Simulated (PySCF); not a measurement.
A structure optimised at PBE-D3(BJ)/def2-SVP, used in a PySCF frequency run:

```
C
H 1 1.1051
H 1 1.1054 2 110.72
H 1 1.1088 2 109.65 3 121.10
Se 1 1.9697 2 110.31 4 116.18
Se 5 2.3470 1 100.49 2 57.13
H 6 1.4942 5 97.31 1 87.76
```
Charge 0, spin multiplicity 1.

**Question.** Write its SMILES and formula.

**Answer.** C[Se][SeH], CH₄Se₂

**Question.** What are its rotational constants (standard atomic weights)?

**Answer.** 9.9525, 1.8933, 1.6301 GHz
